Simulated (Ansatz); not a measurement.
Stepwise reaction of `N[SiH2]N[SiH2]N` with hydrogen fluoride, as a gas-phase model of exchange steps in deposition or etching. ΔE in kJ/mol.

Isolated molecules relaxed with PBE0-D4/def2-TZVP in Ansatz; ΔE leaves out vibrations. CBS: MP2 limit from def2 TZ/QZ plus the TZ coupled-cluster correction, frozen cores. This one scheme is used for every species. Functionals use def2-TZVPP. B3LYP here is the variant with VWN-RPA as its local correlation; programs differ in this. Each species was taken in one conformer, which may not be the lowest.

```csv
step,reaction,PBE-D4,B3LYP-D4,ωB97M-V,CCSD(T)/CBS
2,`N[SiH2]N[SiH](N)F` + H–F → `N[Si@H](F)N[Si@H](N)F` + H₂,-137.7,-147.1,-147.5,-143.2
```

Give the row of step 1, `N[SiH2]N[SiH2]N` + H–F → `N[SiH2]N[SiH](N)F` + H₂. (Best estimate.)

Ansatz gave: 
| step | reaction | PBE-D4 | B3LYP-D4 | ωB97M-V | CCSD(T)/CBS |
| --- | --- | --- | --- | --- | --- |
| 1 | `N[SiH2]N[SiH2]N` + H–F → `N[SiH2]N[SiH](N)F` + H₂ | -144.4 | -153.3 | -152.9 | -146.9 |

By hand: ΔE of the 2 steps together at CCSD(T)/CBS.

(-146.9) + (-143.2) = -290.1 kJ/mol, or -145.1 kJ/mol a step.

In ΔE the steps differ by no more than 3.7 kJ/mol. All are downhill at CCSD(T)/CBS. PBE-D4 differs from CCSD(T)/CBS by 2.5 to 5.5 kJ/mol a step. Only this route is followed, and other bonds may react first. Isolated molecules leave out the surface, adducts and barriers. Largest T1 diagnostic: 0.011.
